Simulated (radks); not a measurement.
Species: Ga4+. Configuration: [Ne] 3s2 3p5 3d9 4p1 (not the ground configuration).

All-electron calculation, Dirac Kohn-Sham, exchange-only PBE, spin-unpolarised, spherical densities, finite nucleus; open shells fill j = l - 1/2 first; Fermi nuclear charge, rms radius 3.9973 fm. Program: a radial shooting solver on a logarithmic mesh with Libxc functionals.

Energy parts (eV):
total: -52623.012
kinetic: 53708.904
electron-nucleus: -125182.081
Hartree: 20803.821
exchange: -1953.656

Orbitals (lengths in bohr, moments of r in powers of bohr; r(90%) holds 90 % of the orbital's charge):
orbital,occ.,eigenvalue (eV),r(90%),<r>,<1/r>
1s1/2,2,-10304.80,0.0868,0.04860,31.30
2s1/2,2,-1335.497,0.337,0.2175,6.887
2p1/2,2,-1191.173,0.308,0.1882,6.848
2p3/2,4,-1163.462,0.313,0.1917,6.673
3s1/2,2,-216.9261,0.957,0.6415,2.227
3p1/2,2,-169.8138,1.00,0.6552,2.109
3p3/2,3,-166.0058,1.02,0.6648,2.068
3d3/2,4,-86.1699,1.18,0.7126,1.792
3d5/2,5,-85.6269,1.19,0.7164,1.782
4p1/2,1,-43.3563,2.88,1.966,0.6710
4p3/2,0,-42.8933,2.91,1.987,0.6630

The highest occupied level is 4p1/2 at -43.356 eV. The electron density at the nucleus is 2.824e+04 e/bohr^3. Summed over all electrons, <r^2> = 13.99 bohr^2, which gives a Langevin (diamagnetic) susceptibility term of -11.1 x 10^-6 cm^3/mol. The density falls to 0.001 e/bohr^3 at r = 3.15 bohr.
